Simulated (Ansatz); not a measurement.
CH6AlBOS, relaxed with RKS PBE0-D4/def2-TZVP in Ansatz 0.2.0 from a PBE-D4/def2-SVP geometry. The force threshold is 0.005 eV/Å; the program also tests the step.

Charge 0, multiplicity 1. The bonds changed during the relaxation, so this is another structure than the one it started from.

Start:

```xyz
11

C     0.480   -0.752    1.269
O     0.077   -0.150    0.031
B     0.280   -0.687   -1.276
S    -0.363    0.376   -2.544
Al   -0.839    1.515   -0.586
H    -0.408   -0.858    1.923
H     1.232   -0.103    1.761
H     0.918   -1.748    1.064
H     0.843   -1.756   -1.380
H    -2.345    1.429   -0.053
H     0.124    2.735   -0.210
```

(1) How much energy does the relaxation release, and in how many steps? (Best estimate.)

(2) Which bonds change most? (Estimate.)

(3) Give the relaxed structure. (An estimate is asked.)

Results:

(1) Computed: 4.25 kJ/mol, in 15 steps, 1 of them rejected.

(2) The calculation gave: O2–Al5 from 1.998 to 1.952 Å; S4–Al5 from 2.315 to 2.288 Å; B3–H9 from 1.214 to 1.193 Å; C1–H7 from 1.108 to 1.090 Å.

(3) Ansatz gave: 
```xyz
11

C     0.474   -0.741    1.257
O     0.072   -0.143    0.027
B     0.269   -0.685   -1.264
S    -0.368    0.370   -2.523
Al   -0.816    1.487   -0.577
H    -0.409   -0.892    1.878
H     1.175   -0.074    1.759
H     0.952   -1.697    1.047
H     0.815   -1.741   -1.356
H    -2.308    1.423   -0.041
H     0.143    2.694   -0.207
```
